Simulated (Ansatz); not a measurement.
C2H5FSSi can be A, `F[Si]1(S)CC1`, or B, `C[Si]1(F)CS1`.

Program: Ansatz. Geometries: PBE0-D4/def2-TZVP. ΔE: electronic, gas phase. CBS: MP2 limit from def2 TZ/QZ plus the TZ coupled-cluster correction, frozen cores. Functionals use def2-TZVPP. B3LYP here is the variant with VWN-RPA as its local correlation; programs differ in this. One conformer a species, not always the lowest.

Question: Which isomer does CCSD(T)/CBS put lower? Give the gap. (An estimate is asked.)

Answer: Computed: B, by 75.2 kJ/mol.

Question: Give E(B) − E(A) in kJ/mol with B3LYP-D4, PBE-D4, B3LYP, CCSD/def2-TZVPP, r2SCAN-D4, MP2/def2-TZVPP, HF/def2-TZVPP. (Best estimate.)

Answer: Computed: B3LYP-D4 -73.2, PBE-D4 -71.9, B3LYP -72.6, CCSD/def2-TZVPP -71.3, r2SCAN-D4 -74.6, MP2/def2-TZVPP -76.4, HF/def2-TZVPP -74.2. None reverses the order clearly.

Largest T1 diagnostic: 0.012.
